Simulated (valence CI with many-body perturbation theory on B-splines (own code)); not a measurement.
**E1 line list for Se²⁰⁺**

Method: valence CI with perturbative core correlation (CI+MBPT): four valence electrons over a frozen Dirac-Fock core [Ne], a basis of 11 s, 11 p, 9 d, 7 f, 5 g, 2 h, 1 i functions for each j, with the one-electron correlation potential Σ1 (screened to all orders), the two-electron term Σ2, the three-electron term Σ3, Breit, model QED; selected single and double excitations, second order for the rest (own B-spline code, finite nucleus).

No measured levels were compared; by estimate levels of excited configurations hold to 0.05 to 0.15 % of their energy, terms of the ground configuration to about 0.5 %.

Lines 201 to 223 of 223 in falling wavelength, among levels below 1353000 cm⁻¹, chosen from the strongest by gf and those to the six lowest levels. Wavelengths and rates use the calculated energies, so an error of 300 cm⁻¹ moves a line at 119.4 Å by 0.036 % and its rate by three times that or more. Electric multipoles are in the length gauge, E1 and E2 with the static RPA response of the core. Weak lines are less certain than strong ones. Lines between different terms over intervals too small for the method are left out, as are lines whose strength nearly cancels. Where a level lies close to another of its J and parity, the split of strength between their lines is uncertain. The highest levels of a list are the least certain.

Names give the largest LS component (configuration and term), which can be under half, so a name can repeat, a term be missing and a line seem to break the LS rules; names also repeat where a configuration has a term twice. Letters in brackets count levels of one name in rising energy.

```tsv
λ vac (Å)	Upper	Lower	A (s⁻¹)	log gf	Branch %
119.4	3s3p²3d ³D_1 [c]	3s3p³ ³D°_2	7.19e+09	-1.34	7.9
119.2	3s3p²3d ³D_2 [d]	3s3p³ ³D°_1	3.65e+10	-0.41	37.3
118.9	3s3p²3d ³F_3 [c]	3s3p³ ³D°_2	2.27e+10	-0.47	23.4
118.6	3s3p²3d ³D_2 [a]	3s3p³ ⁵S°_2	2.06e+09	-1.66	3.9
118.3	3s²3p3d ¹F°_3	3s²3p² ³P_2	1.85e+10	-0.57	16.5
117.7	3s²3p3d ³P°_1	3s²3p² ³P_0	4.28e+08	-2.57	0.4
116.6	3s3p²3d ³D_3 [a]	3s3p³ ⁵S°_2	5.02e+09	-1.15	8.7
116.4	3s3p²3d ³D_1 [a]	3s3p³ ⁵S°_2	5.07e+08	-2.51	0.9
114.7	3s²3p3d ¹P°_1	3s²3p² ³P_2	2.17e+07	-3.89	0.0
114.4	3s3p²3d ¹F_3	3s3p³ ⁵S°_2	5.39e+08	-2.13	1.0
113.9	3s3p²3d ³D_2 [b]	3s3p³ ⁵S°_2	1.17e+08	-2.94	0.1
111.7	3s²3p3d ¹P°_1	3s²3p² ³P_1	8.96e+08	-2.30	0.9
111.6	3s3p²3d ³F_3 [b]	3s3p³ ⁵S°_2	1.80e+08	-2.63	0.2
111.5	3s3p²3d ³D_1 [b]	3s3p³ ⁵S°_2	2.44e+07	-3.86	0.0
111.4	3s3p²3d ¹P_1	3s3p³ ⁵S°_2	1.21e+07	-4.17	0.0
110.3	3s3p²3d ³D_2 [c]	3s3p³ ⁵S°_2	9.72e+07	-3.05	0.1
109.2	3s3p²3d ³P_1 [b]	3s3p³ ⁵S°_2	1.23e+08	-3.18	0.2
107.6	3s3p²3d ³P_2 [b]	3s3p³ ⁵S°_2	5.24e+08	-2.34	0.7
106.4	3s3p²3d ³D_2 [d]	3s3p³ ⁵S°_2	3.44e+07	-3.53	0.0
106.4	3s3p²3d ³D_3 [b]	3s3p³ ⁵S°_2	2.96e+07	-3.45	0.1
106.1	3s3p²3d ³D_1 [c]	3s3p³ ⁵S°_2	1.76e+08	-3.05	0.2
106.0	3s²3p3d ¹P°_1	3s²3p² ³P_0	1.23e+09	-2.21	1.3
105.6	3s3p²3d ³F_3 [c]	3s3p³ ⁵S°_2	2.02e+09	-1.63	2.1
```

(1) How does gf follow from A for the line at 117.7 Å?

Results:

(1) gf = 1.4992 × (2J+1)_upper × A / σ², with σ = 849548 cm⁻¹ and 2J+1 = 3: gf = 0.00267.
